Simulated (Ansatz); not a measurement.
Consider the atomization: `CC(C)O[Si]Cl` → 3 C• + Cl• + 7 H• + O• + Si•.

Gas-phase electronic energies from Ansatz, PBE0-D4/def2-TZVP geometries. CCSD(T)/CBS adds triple-zeta CCSD(T) − MP2 to the extrapolated MP2 energy (def2 sets, frozen cores). This one scheme is used for every species, atoms too. For atomizations the MP2-based limit and the directly extrapolated one differ by several kJ/mol either way, and by 10 to 25 for some Ge, Se and Sn compounds, so smaller differences from it don't rank the levels. DFT in def2-TZVPP. HSE06 is defined as in plane-wave codes. No spin–orbit coupling; open shells (•) take unrestricted orbitals. Spin–orbit coupling would lower the free atoms: a little for C, Cl, O, Si. Each species was taken in one conformer, which may not be the lowest.

`CC(C)O[Si]Cl`:

Cartesian coordinates in Å:
```
C -0.465 1.438 0.442
C -0.169 0.043 -0.059
C 1.234 -0.103 -0.606
O -0.333 -0.863 1.036
Si -0.940 -2.352 1.252
Cl -1.582 -2.889 -0.696
H 0.237 1.717 1.231
H -0.375 2.158 -0.374
H -1.478 1.498 0.844
H -0.890 -0.233 -0.835
H 1.389 0.589 -1.436
H 1.970 0.116 0.171
H 1.402 -1.118 -0.972
```

CCSD(T)/CBS gives +1215.3 kcal/mol.

(1) Another level gave +1219.5 kcal/mol. Which?
A. SCS-MP2/def2-TZVPP
B. LC-ωPBE/def2-TZVPP
C. HSE06-D4/def2-TZVPP
D. CAM-B3LYP/def2-TZVPP

Largest T1 diagnostic among the species: 0.013.

## Answers

(1) C. HSE06-D4 1219.5, LC-ωPBE 1207.5, SCS-MP2/def2-TZVPP 1197.0, CAM-B3LYP 1212.3 kcal/mol.

From r2SCAN to r2SCAN0 (25 % exact exchange), in def2-TZVPP and without D4, ΔE moves by −17.4 kcal/mol: exact exchange takes away binding that semilocal exchange gives to molecules. The D4 term adds +12.3 kcal/mol with B3LYP and +6.6 kcal/mol with PBE0; it sums over pairs of atoms, weighted by their polarisabilities, and B3LYP, whose exchange is more repulsive, gets the larger term. At CCSD(T), def2-SVP lies −63.2 kcal/mol from the extrapolated value and def2-TZVPP −30.7 kcal/mol: correlation converges slowly with the basis, and small sets miss more of it in the bonded molecule than in its fragments.

B3LYP here is the variant with VWN-RPA as its local correlation; programs differ in this.
